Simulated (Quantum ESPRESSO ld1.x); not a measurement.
All-electron atom: Te41+ in [Ne] 3s1 (the NIST ground configuration). Calculated with ld1.x of Quantum ESPRESSO 7.5: non-relativistic Kohn-Sham, LDA (Slater exchange, VWN5 correlation), spin-polarised, spherical densities, point nucleus; open shells are filled with parallel spins first; relativity is left out, which matters for an element this heavy. Some entries of the table are withheld. Estimate them.

orbital,occ.,eigenvalue (hartree),<1/r> (bohr^-1)
1s up,1,(1),51.45
1s down,1,(2),51.45
2s up,1,(3),12.02
2s down,1,(4),12.03
2p up,3,-249.3626,12.00
2p down,3,-249.2632,12.00
3s up,1,-106.8437,5.045
3s down,0,-106.1161,5.050

Answer. 
(1) 1s up eigenvalue (hartree): -1213.0571
(2) 1s down eigenvalue (hartree): -1212.9565
(3) 2s up eigenvalue (hartree): -258.1646
(4) 2s down eigenvalue (hartree): -258.0484
